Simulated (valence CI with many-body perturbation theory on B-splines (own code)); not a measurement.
## E1 transitions of Bi II

Method: configuration interaction combined with many-body perturbation theory (CI+MBPT): four valence electrons over a frozen Dirac-Fock core [Xe] 4f14 5d10, a basis of 11 s, 11 p, 9 d, 7 f, 5 g, 2 h, 1 i functions for each j, with the one-electron correlation potential Σ1 (screened to all orders), the two-electron term Σ2, the three-electron term Σ3, Breit, model QED; selected single and double excitations, second order for the rest, scaled by the run's own slope (own B-spline code, finite nucleus).

Set against measurement, 25 paired levels are off by 192 cm⁻¹ on average, the worst by 582. These come from a selection out of the NIST Handbook of Basic Atomic Spectroscopic Data. Levels without a partner in it may be off by more. Among the levels kept, up to 260 cm⁻¹ of a level comes from second order outside the variational space, and about a tenth of that is noise between levels of different J, which matters for small intervals.

Lines 51 to 100 of 233 in falling wavelength, among levels below 14.219 eV, chosen from the strongest by gf and those to the six lowest levels. Wavelengths and rates use the calculated energies, so an error of 200 cm⁻¹ moves a line at 10650 Å by 2.1 % and its rate by three times that or more. Electric multipoles are in the length gauge, E1 and E2 with the static RPA response of the core. Weak lines are less certain than strong ones. Lines between different terms over intervals too small for the method are left out, as are lines whose strength nearly cancels. Where a level lies close to another of its J and parity, the split of strength between their lines is uncertain. The highest levels of a list are the least certain.

Levels are named by their leading jj configuration (3d3/2^4 stands for four electrons in 3d with j = 3/2), which in mixed levels can hold well under half, so a name can repeat and another be missing. Letters in brackets count levels of one name in rising energy.

| λ vac (Å) | λ from measured levels | Upper | Lower | A (s⁻¹) | S (a.u.) with core polarisation | S without |
| --- | --- | --- | --- | --- | --- | --- |
| 12850 |  | (6s^2 6p1/2 8p3/2) J=2 | (6s^2 6p1/2 8s) J=1 [a] | 1.12e+07 | 5.85e+01 | 5.87e+01 |
| 12760 |  | (6s^2 6p3/2 7p3/2) J=1 | (6s^2 6p1/2 8s) J=0 | 2.90e+06 | 8.93e+00 | 8.95e+00 |
| 12600 |  | (6s^2 6p1/2 8p3/2) J=1 | (6s^2 6p3/2 6d3/2) J=0 | 6.62e+06 | 1.96e+01 | 1.97e+01 |
| 12590 |  | (6s^2 6p3/2 7p3/2) J=1 | (6s^2 6p1/2 8s) J=1 [b] | 4.10e+06 | 1.21e+01 | 1.21e+01 |
| 11570 |  | (6s^2 6p3/2 7p3/2) J=3 | (6s^2 6p3/2 6d5/2) J=4 | 9.88e+06 | 5.28e+01 | 5.28e+01 |
| 11470 |  | (6s^2 6p1/2 9s) J=1 | (6s^2 6p3/2 7p1/2) J=1 | 1.31e+06 | 2.92e+00 | 2.92e+00 |
| 11260 |  | (6s^2 6p1/2 8p3/2) J=1 | (6s^2 6p3/2 6d5/2) J=2 [a] | 4.87e+06 | 1.03e+01 | 1.03e+01 |
| 11240 |  | (5f5/2 6s^2 6p1/2) J=2 | (6s 6p1/2 6p3/2^2) J=3 | 7.86e+05 | 2.76e+00 | 2.76e+00 |
| 11050 |  | (6s^2 6p3/2 7p3/2) J=2 | (6s^2 6p1/2 8s) J=1 [b] | 1.72e+06 | 5.73e+00 | 5.73e+00 |
| 10910 |  | (6s^2 6p3/2 7p3/2) J=3 | (6s^2 6p3/2 6d5/2) J=2 [a] | 7.14e+05 | 3.20e+00 | 3.25e+00 |
| 10650 | 10350 | (5f7/2 6s^2 6p1/2) J=4 | (6s 6p1/2 6p3/2^2) J=3 | 7.33e+05 | 3.93e+00 | 3.94e+00 |
| 10480 | 10310 | (6s^2 6p1/2 7p3/2) J=2 | (6s^2 6p1/2 6d3/2) J=2 | 1.45e+06 | 4.12e+00 | 4.12e+00 |
| 10340 |  | (6s^2 6p3/2 7p3/2) J=1 | (6s^2 6p3/2 6d5/2) J=2 [a] | 2.05e+06 | 3.36e+00 | 3.36e+00 |
| 9906 |  | (5f5/2 6s^2 6p1/2) J=2 | (6s 6p1/2 6p3/2^2) J=2 | 1.23e+06 | 2.95e+00 | 2.96e+00 |
| 9829 | 9653 | (5f7/2 6s^2 6p1/2) J=3 | (6s 6p1/2 6p3/2^2) J=2 | 1.58e+06 | 5.19e+00 | 5.18e+00 |
| 9755 | 9841 | (6s 6p1/2^2 6p3/2) J=1 | (6s^2 6p1/2 7p1/2) J=1 | 2.08e+06 | 2.86e+00 | 2.88e+00 |
| 9751 |  | (6s^2 6p3/2 7p1/2) J=2 | (6s 6p1/2 6p3/2^2) J=3 | 1.51e+06 | 3.46e+00 | 3.48e+00 |
| 9682 | 9505 | (5f5/2 6s^2 6p1/2) J=3 | (6s 6p1/2 6p3/2^2) J=2 | 1.18e+06 | 3.70e+00 | 3.70e+00 |
| 9551 |  | (6s^2 6p3/2 7p1/2) J=1 | (6s 6p1/2 6p3/2^2) J=2 | 4.90e+06 | 6.32e+00 | 6.35e+00 |
| 9460 |  | (6s^2 6p3/2 6d5/2) J=2 [a] | (6s^2 6p1/2 7p3/2) J=2 | 1.25e+06 | 2.60e+00 | 2.63e+00 |
| 9387 |  | (5f5/2 6s^2 6p1/2) J=2 | (6s 6p1/2^2 6p3/2) J=1 | 4.40e+06 | 8.99e+00 | 8.93e+00 |
| 9279 |  | (6s^2 6p3/2 7p3/2) J=2 | (6s^2 6p3/2 6d5/2) J=2 [a] | 2.11e+06 | 4.17e+00 | 4.15e+00 |
| 9271 |  | (6s^2 6p3/2 6d5/2) J=2 [a] | (6s^2 6p1/2 7p3/2) J=1 | 5.55e+06 | 1.09e+01 | 1.10e+01 |
| 8523 |  | (6s^2 6p3/2 6d3/2) J=0 | (6s^2 6p1/2 7p3/2) J=1 | 1.68e+07 | 5.14e+00 | 5.13e+00 |
| 8369 |  | (6s^2 6p1/2 8s) J=1 [a] | (6s^2 6p1/2 7p3/2) J=2 | 2.11e+07 | 1.83e+01 | 1.83e+01 |
| 8323 |  | (6s^2 6p3/2 7p1/2) J=2 | (6s 6p1/2^2 6p3/2) J=1 | 1.18e+07 | 1.68e+01 | 1.69e+01 |
| 8221 |  | (6s^2 6p1/2 8s) J=1 [a] | (6s^2 6p1/2 7p3/2) J=1 | 4.88e+06 | 4.01e+00 | 4.00e+00 |
| 8181 |  | (6s^2 6p1/2 8p3/2) J=2 | (6s 6p1/2 6p3/2^2) J=3 | 3.23e+06 | 4.36e+00 | 4.36e+00 |
| 8178 | 8184 | (6s^2 6p3/2 7p3/2) J=3 | (6s 6p1/2 6p3/2^2) J=3 | 4.22e+06 | 7.97e+00 | 7.94e+00 |
| 8130 |  | (6s^2 6p1/2 8s) J=1 [b] | (6s^2 6p1/2 7p3/2) J=2 | 2.68e+07 | 2.13e+01 | 2.12e+01 |
| 7990 |  | (6s^2 6p1/2 8s) J=1 [b] | (6s^2 6p1/2 7p3/2) J=1 | 4.99e+06 | 3.77e+00 | 3.76e+00 |
| 7921 |  | (6s^2 6p1/2 8s) J=0 | (6s^2 6p1/2 7p3/2) J=1 | 4.57e+07 | 1.12e+01 | 1.12e+01 |
| 7917 | 8053 | (6s^2 6p1/2 7p3/2) J=1 | (6s 6p1/2^2 6p3/2) J=2 | 5.91e+06 | 4.34e+00 | 4.34e+00 |
| 7686 |  | (6s^2 6p1/2 8p1/2) J=0 | (6s 6p1/2^2 6p3/2) J=1 | 1.11e+07 | 2.48e+00 | 2.48e+00 |
| 7446 | 7491 | (6s^2 6p3/2 7p3/2) J=3 | (6s 6p1/2 6p3/2^2) J=2 | 2.03e+06 | 2.89e+00 | 2.92e+00 |
| 7362 |  | (6s^2 6p1/2 8s) J=1 [a] | (6s^2 6p1/2 7p1/2) J=0 | 3.75e+06 | 2.21e+00 | 2.19e+00 |
| 7226 |  | (6s^2 6p3/2 7p3/2) J=2 | (6s 6p1/2 6p3/2^2) J=3 | 4.31e+06 | 4.02e+00 | 3.99e+00 |
| 7176 |  | (6s^2 6p1/2 8s) J=1 [b] | (6s^2 6p1/2 7p1/2) J=0 | 6.45e+06 | 3.53e+00 | 3.52e+00 |
| 7068 |  | (6s^2 6p3/2 6d5/2) J=2 [b] | (6s^2 6p1/2 7p3/2) J=1 | 6.05e+06 | 5.27e+00 | 5.28e+00 |
| 6942 | 6811 | (6s^2 6p1/2 7p1/2) J=1 | (6s^2 6p1/2 7s) J=1 | 3.76e+07 | 1.86e+01 | 1.90e+01 |
| 6916 |  | (6s^2 6p3/2 6d3/2) J=3 | (6s^2 6p1/2 7p3/2) J=2 | 3.02e+07 | 3.46e+01 | 3.48e+01 |
| 6753 |  | (5f5/2 6s^2 6p1/2) J=2 | (6s^2 6p3/2 7s) J=1 | 8.02e+06 | 6.10e+00 | 6.23e+00 |
| 6720 | 6602 | (6s^2 6p1/2 7p1/2) J=1 | (6s^2 6p1/2 7s) J=0 | 1.87e+07 | 8.38e+00 | 8.57e+00 |
| 6587 |  | (6s^2 6p3/2 7p1/2) J=1 | (6s^2 6p3/2 7s) J=1 | 3.77e+07 | 1.59e+01 | 1.61e+01 |
| 6410 |  | (6s^2 6p3/2 7p3/2) J=2 | (6s 6p1/2^2 6p3/2) J=1 | 3.23e+06 | 2.10e+00 | 2.14e+00 |
| 6314 |  | (5f5/2 6s^2 6p1/2) J=2 | (6s^2 6p3/2 7s) J=2 | 1.53e+07 | 9.50e+00 | 9.69e+00 |
| 6283 | 6054 | (5f7/2 6s^2 6p1/2) J=3 | (6s^2 6p3/2 7s) J=2 | 3.96e+06 | 3.39e+00 | 3.45e+00 |
| 6184 |  | (6s^2 6p3/2 7p1/2) J=2 | (6s^2 6p3/2 7s) J=1 | 8.23e+06 | 4.81e+00 | 4.94e+00 |
| 6168 |  | (6s^2 6p3/2 7p1/2) J=1 | (6s^2 6p3/2 7s) J=2 | 3.07e+07 | 1.07e+01 | 1.09e+01 |
| 6079 |  | (6s^2 6p1/2 8s) J=1 [a] | (6s^2 6p1/2 7p1/2) J=1 | 1.35e+07 | 4.49e+00 | 4.49e+00 |
